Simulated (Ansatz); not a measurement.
Input file for Ansatz (a program for electronic structure): U-BHLYP/def2-TZVPPD on H (SMILES [H]). The basis file is the Basis Set Exchange's JSON of that set.

Ansatz 0.2 input:
```yaml
crystal:
  periodic: [false, false, false]
  atoms:
    - {symbol: H, position_ang: [0.00000000, 0.00000000, 0.00000000]}
basis:
  gaussian:
    orbitals: def2-TZVPPD.json
hamiltonian:
  xc: {name: BHLYP}
magnetization: {spin_polarized: true, initial_magnetization: 1}
```

### Question
Predict the final total energy.

### Answer
-0.4985 hartree.
